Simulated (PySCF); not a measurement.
MNa anions for M along group 12

MP2 with double-zeta basis sets in PySCF, for the lowest determinant that a PBE0 search found; no spin–orbit coupling. De refers to high-spin ground-configuration atoms (the charge goes to the atom of lower measured ionisation energy or higher electron affinity, which is not always the lowest computed limit).

```json
{"M": "Zn", "basis": "def2-SVPD", "reference, frozen orbitals": "RHF, 6", "charged atom": "Na−", "state (unpaired electrons)": "singlet (closed shell)", "Re (Å)": "3.543", "ωe (cm⁻¹)": "60.7", "De (eV)": "n/a"}
{"M": "Cd", "basis": "def2-SVPD", "reference, frozen orbitals": "RHF, 1", "charged atom": "Na−", "state (unpaired electrons)": "singlet (closed shell)", "Re (Å)": "3.807", "ωe (cm⁻¹)": "52.0", "De (eV)": "n/a"}
{"M": "Hg", "basis": "def2-SVPD", "reference, frozen orbitals": "RHF, 1", "charged atom": "Na−", "state (unpaired electrons)": "singlet (closed shell)", "Re (Å)": "3.927", "ωe (cm⁻¹)": "38.9", "De (eV)": "n/a"}
```

The shortest bond is that of NaZn⁻ (3.543 Å), the longest that of NaHg⁻ (3.927 Å).

Relativity is treated differently too: Zn no relativity; Cd scalar-relativistic core potentials; Hg scalar-relativistic core potentials.

De is n/a where a free atom or ion gave no sound limit at this level.

Down a group bonds as a rule get longer and wavenumbers fall, partly through the reduced mass; this series shows no clear exception.

Correlated steps freeze the inner cores (1 to 6 orbitals); shallow outer-core shells are correlated. Spin–orbit coupling is left out.
